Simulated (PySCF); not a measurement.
Ligands exchanged one at a time, In H-CH3. Isolated molecules, 0 K electronic values unless said otherwise. Strings in code marks are SMILES.

The HOMO from two functionals at the same geometries (PBE0-D4/def2-TZVP), both in PySCF: PBE-D3(BJ)/def2-TZVP and B3LYP-D3(BJ)/def2-TZVP. B3LYP has the VWN-RPA correlation part, as in Gaussian. 

```
species                                               PBE-D3(BJ)/def2-TZVP (eV)
----------------------------------------------------  -------------------------
0 of 3 H replaced by CH3 (`[InH3]`)                                       -7.00
1 of 3 H replaced by CH3 (`[CH3][InH2]`)                                  -6.42
2 of 3 H replaced by CH3 (`[CH3][InH][CH3]`)                              -6.05
3 of 3 H replaced by CH3 (`[In]([CH3])([CH3])[CH3]`)                      -5.85
```

**Question.** What does B3LYP-D3(BJ)/def2-TZVP give for each?

**Answer.** 
- 0 of 3 H replaced by CH3 (`[InH3]`): -8.00
- 1 of 3 H replaced by CH3 (`[CH3][InH2]`): -7.36
- 2 of 3 H replaced by CH3 (`[CH3][InH][CH3]`): -6.97
- 3 of 3 H replaced by CH3 (`[In]([CH3])([CH3])[CH3]`): -6.78
Over these rows, drawn at random from the members with no instability flagged (it was tested for open shells, ions and some series alone), PBE minus B3LYP-D3(BJ): mean +0.95 eV, from +0.92 eV to +1.01 eV.
